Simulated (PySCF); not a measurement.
1,1-dibromo-2-chloroethene (C2HBr2Cl), SMILES ClC=C(Br)Br. Atoms are numbered in the order given.

```xyz
6

Cl     1.3709     2.4373     0.0000
C      1.3843     0.7131     0.0000
C      0.2834    -0.0513     0.0000
Br    -1.4705     0.6346     0.0000
Br     0.4508    -1.9394     0.0000
H      2.3777     0.2619     0.0000
```

The structure is a stationary point at B3LYP-D3(BJ)/def2-SVP.

These are ωB97X/def2-TZVP run with PySCF values and carry that method's errors.

Symmetry labels are those of the subgroup Cs that the program uses (full group Cs).

Problem. List the valence orbital energies around the gap with their symmetry. (Estimate from the structure and the level; the computed values follow.)

Solution. 
```csv
orbital,symmetry,energy (eV)
HOMO−7,A",-14.35
HOMO−6,A',-13.63
HOMO−5,A",-12.51
HOMO−4,A',-12.03
HOMO−3,A',-11.64
HOMO−2,A",-11.29
HOMO−1,A',-10.79
HOMO,A",-9.57
LUMO,A",1.14
LUMO+1,A',1.18
LUMO+2,A',1.84
LUMO+3,A',3.42
```
